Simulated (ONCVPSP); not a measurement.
**Ta (Z = 73): excitation energies, all-electron against ONCV**

tantalum, optimised norm-conserving Vanderbilt (ONCV), made with ONCVPSP 4.0.1 (LDA (Perdew-Zunger), scalar-relativistic). Core [Kr] 4d10 4f14, reference 5s2 5p6 5d3 6s2. Waves: 5s+6s: rc 1.90 bohr, ncon 4, nbas 8, qcut 6.8 1/bohr, 3 projectors, debl 2.1 Ha; 5p: rc 2.10 bohr, ncon 4, nbas 7, qcut 7.5 1/bohr, 1 projector; 5d: rc 2.05 bohr, ncon 3, nbas 7, qcut 4.1 1/bohr, 2 projectors, debl 0.9 Ha. Local part: polynomial inside 1.25 bohr (lpopt 2, dvloc0 1 Ha). Core correction: Teter function, fcfact 4.25, rcfact 1.35.

Energies are relative to the spin-unpolarised reference configuration 5s2 5p6 5d3 6s2; without spin polarisation the order of configurations can differ from experiment.

| valence configuration | charge | ΔE all-electron (eV) | error AE − PS (meV) |
| --- | --- | --- | --- |
| 5s2 5p6 5d3 6s0 | +2 | 24.010 | -7.2 |
| 5s2 5p6 5d2 6s0 | +3 | 47.938 | -14 |
| 5s2 5p6 5d3 6s1.5 | +0.5 | 3.563 | -1.2 |

Question: What are ΔE and the potential's error for 5s2 5p6 5d3 6s1?

Answer: ΔE = 8.702 eV all-electron; the error (AE − PS) is -2.8 meV.

Levels in the configuration 5s2 5p6 5d3 6s0:

```tsv
level	all-electron (eV)	pseudo (eV)
5s	-88.880	-89.018
5p	-55.231	-55.297
5d	-18.632	-18.638
```
